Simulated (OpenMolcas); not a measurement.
# Cu2+ in KZnF3: curves along the breathing mode

Cu2+ with its 6 nearest fluoride ions, on the Zn site of KZnF3 (a = 4.054 Å, distance in the model lattice 2.027 Å). The rest of the host is ab initio model potentials to 7.6 Å, with orthogonalisation functions on the cations behind the ligands, and point charges beyond; the distance is set by hand and nothing relaxes. Ligand basis ANO-RCC-VDZP.

| Quantity | Value |
| --- | --- |
| Program | OpenMolcas 26.06 |
| Method | CASSCF |
| Basis | ANO-RCC-VDZP [5s4p2d1f] |
| Scalar Hamiltonian | DKH2, point nucleus |
| Active space | 9 electrons in 5 orbitals (3d) |
| State averaging | 2S+1 = 2 even, 5 roots |
| Spin-orbit coupling | state interaction with AMFI integrals over the reference wave functions |

Spin-free energies (labels of O, the rotations of Oh) in cm-1 above the lowest fitted minimum, as all ligands move together:

| R (Å) | 2E | 2T2 |
| --- | --- | --- |
| 1.901 | 4700 | 12830 |
| 1.946 | 1310 | 8400 |
| 1.991 | 30 | 6250 |
| 2.035 | 650 | 6120 |
| 2.08 | 3060 | 7870 |
| 2.125 | 7210 | 11460 |
| 2.17 | 13140 | 16900 |

Cubic fits give the following; the wavenumber is harmonic, with the mass of all moving ligands, small differences in it between states hang on the degree of the fit, a number in brackets counts states of one label, and the table is a selection of at most 14 states with clean curves.

| State | R0 (Å) | Breathing mode (cm-1) | Minimum (cm-1) |
| --- | --- | --- | --- |
| 2E | 1.999 | 530 | 0 |
| 2T2 | 2.016 | 541 | 5920 |

The minimum of 2T2 is shifted by +0.0178 Å against 2E (from the unrounded fits). With M = 114.0 u for the moving shell, the Huang-Rhys factor in this mode is S = M ω ΔR² / 2ħ = 0.01483 × 114.0 × 530 × 0.0178² = 0.28. Only the first shell moves, against a rigid host.

An orbital doublet at a regular site is open to a Jahn-Teller distortion, which this geometry leaves out. Ligand-to-metal charge-transfer states are missing. With metal d orbitals alone and no dynamic correlation 10Dq can be off by a tenth to a fifth, either way, in oxide and fluoride hosts. No measured value stands beside these numbers.
